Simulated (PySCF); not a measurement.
C₂H₈O₂Si, SMILES CO[Si@@H](C)O.

Geometry: r2SCAN-D4/def2-SVP. The structure was generated by enumeration; whether it is a known compound was not checked. Other conformers were not sampled.

Two levels are set side by side: TDDFT-PBE/def2-SVPD (PySCF) and TDDFT-LC-ωPBE/def2-SVPD (PySCF). Vertical, same geometry. The lowest singlet is HOMO→LUMO 99 % with PBE and HOMO→LUMO 59 % with the other functional; states are paired by order. Differences are taken from unrounded values.

```tsv
quantity	TDDFT-LC-ωPBE	TDDFT-PBE	TDDFT-PBE minus TDDFT-LC-ωPBE
lowest singlet excitation (eV)	8.22	6.20	-2.02
lowest triplet excitation (TDA) (eV)	7.87	6.08	-1.79
```

A lower first singlet is the usual sign of a functional without exact exchange. Differences between two approximate levels are no errors against the true value.

Rough cost on one machine, each run with all the roots and properties that it gave: TDDFT-LC-ωPBE against TDDFT-PBE about 7 times.
